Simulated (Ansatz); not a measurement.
Geometry optimisation, RKS PBE0-D4/6-31G in Ansatz.

The input (input.yaml):

```yaml
crystal:
  periodic: [false, false, false]
  atoms:
    - { symbol: C, position_ang: [-2.158, 0.0106, -0.0888] }
    - { symbol: C, position_ang: [-0.8756, 0.1678, -0.1289] }
    - { symbol: C, position_ang: [-0.2187, 1.4179, 0.3532] }
    - { symbol: O, position_ang: [-0.0742, -0.8803, -0.6669] }
    - { symbol: Si, position_ang: [1.5018, -1.0715, -0.6584] }
    - { symbol: O, position_ang: [2.0073, -1.2413, 0.9243] }
    - { symbol: H, position_ang: [-2.8166, 0.8454, 0.291] }
    - { symbol: H, position_ang: [-2.6543, -0.8231, -0.481] }
    - { symbol: H, position_ang: [-0.9064, 2.1874, 0.7376] }
    - { symbol: H, position_ang: [0.4143, 1.8764, -0.4034] }
    - { symbol: H, position_ang: [0.4468, 1.1978, 1.2464] }
    - { symbol: H, position_ang: [2.87461, -0.77461, 0.82387] }
    - { symbol: H, position_ang: [1.8366, -2.2429, -1.424] }
    - { symbol: H, position_ang: [1.305, -1.608, 1.5348] }
basis:
  gaussian: { orbitals: "6-31G" }
hamiltonian:
  xc: pbe0
  dispersion: d4
relax:
  f_tol: 0.02
  max_steps: 50
output:
  orbitals: {}
```

Launched with:

```bash
$ ansatz run input.yaml --threads 1 --pin off --max-ram 2048MiB --backend cpu --events-out ev --progress --plain --runs-dir out
```

Task: Where does it end, and by what steps?

Result: It converged. The force dipped under the threshold on the way, but the program's further checks kept it going. Limits of this set-up: no polarisation functions. After 37 steps the energy has fallen by 3.228 eV; H12 moved furthest, 1.86 Å.

```
step  energy less start (eV)  largest force component (eV/Å)  accepted
   0                  0.0000                           6.806       yes
   2                 -2.7852                           1.494       yes
   4                 -3.0734                           1.392        no
   6                 -3.1855                           0.410       yes
   8                 -3.1978                           0.055       yes
  10                 -3.2024                           0.225       yes
  12                 -3.2060                           0.129       yes
  14                 -3.2087                           0.268       yes
  16                 -3.2128                           0.038       yes
  18                 -3.2161                           0.225       yes
  20                 -3.2195                           0.051       yes
  22                 -3.2213                           0.219       yes
  24                 -3.2244                           0.046       yes
  26                 -3.2256                           0.161        no
  28                 -3.2267                           0.097       yes
  30                 -3.2275                           0.063       yes
  32                 -3.2277                           0.020       yes
  34                 -3.2282                           0.043       yes
  36                 -3.2283                           0.021       yes
  37                 -3.2284                           0.013       yes
```

```xyz
14
Properties=species:S:1:pos:R:3
C -1.847 -0.129 0.477
C -0.694 0.332 -0.026
C -0.350 1.784 -0.160
O 0.250 -0.558 -0.505
Si 2.059 -0.439 -0.376
O 1.717 -2.038 0.894
H -2.618 0.550 0.818
H -2.051 -1.193 0.520
H -1.156 2.417 0.217
H -0.171 2.036 -1.212
H 0.569 2.024 0.388
H 1.932 -2.020 1.839
H 2.270 -1.466 -1.513
H 0.776 -2.238 0.698
```

Whether the end is a true minimum wasn't checked by a vibrational analysis.

The run took 3.5 min on 1 thread of Arm Neoverse V1, on a shared host, peak memory 0.18 GiB.
